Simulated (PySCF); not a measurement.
Two species compared at the same levels of theory.

First species: C₅H₇NO.
Numbering: `[CH2:1]=[CH:2][NH:3][C:4](=[O:5])[CH:6]=[CH2:7]` (hydrogens: H8, H9 on C1; H10 on C2; H11 on N3; H12 on C6; H13, H14 on C7)

Second species: C7H6NP.
SMILES: `C=C=Pc1cccnc1`

Levels: CAM-B3LYP/def2-SVPD for dipole moment, HOMO energy, LUMO energy, HOMO–LUMO gap, static isotropic polarisability and electronic spatial extent ⟨r²⟩ about the centre of nuclear charge; TDDFT CAM-B3LYP/def2-SVPD for lowest singlet excitation; TDA CAM-B3LYP/def2-SVPD for lowest triplet excitation (Tamm–Dancoff); GFN2-xTB for rotational constant A and rotational constant C. Geometries: GFN2-xTB. All species are isolated and taken at one optimised geometry, non-relativistic unless stated. Electronic properties by PySCF.

Dipoles, sizes and rotational constants follow the conformer. The torsions of the flexible species, by atom-mapped SMILES:
- `[CH2:1]=[CH:2][NH:3][C:4](=[O:5])[CH:6]=[CH2:7]`: C1–C2–N3–C4 180°, C2–N3–C4–O5 0°, N3–C4–C6–C7 180°
- `[CH2:1]=[C:2]=[P:3][c:4]1[cH:5][cH:6][cH:7][n:8][cH:9]1`: C2–P3–C4–C5 180°

Values for the first species:

```
Dipole moment                                                     : 3.45 D
HOMO energy                                                       : -8.08 eV
LUMO energy                                                       : -0.43 eV
HOMO–LUMO gap                                                     : 7.65 eV
Lowest singlet excitation                                         : 4.77 eV
Lowest triplet excitation (Tamm–Dancoff)                          : 3.69 eV
Static isotropic polarisability                                   : 78.8 au
Electronic spatial extent ⟨r²⟩ about the centre of nuclear charge : 962 bohr²
Rotational constant A                                             : 9.180 GHz
Rotational constant C                                             : 1.200 GHz
```

Question: Estimate the same properties for the second species, and the change in each.

Answer: 
```csv
property,first,second,second less first
dipole moment,3.45 D,0.84 D,-2.61 D
HOMO energy,-8.08 eV,-8.02 eV,+0.06 eV
LUMO energy,-0.43 eV,-0.84 eV,-0.41 eV
HOMO–LUMO gap,7.65 eV,7.18 eV,-0.47 eV
lowest singlet excitation,4.77 eV,4.27 eV,-0.50 eV
lowest triplet excitation (Tamm–Dancoff),3.69 eV,2.66 eV,-1.03 eV
static isotropic polarisability,78.8 au,117.5 au,+38.7 au
electronic spatial extent ⟨r²⟩ about the centre of nuclear charge,962 bohr²,1504 bohr²,+542 bohr²
rotational constant A,9.180 GHz,3.380 GHz,-5.800 GHz
rotational constant C,1.200 GHz,0.722 GHz,-0.478 GHz
```

On the first: In wavenumbers S1 is 38400 cm⁻¹ (1 eV = 8065.54 cm⁻¹). The principal polarisabilities are 46.1, 65.7 and 124.5 au; their mean is the isotropic value.

On the second: The principal polarisabilities are 66.2, 109.9 and 176.3 au; their mean is the isotropic value. The polarisability is 17.41 Å³ as a volume (1 au = 0.148185 Å³), or 1.68 au for each of the 70 electrons.
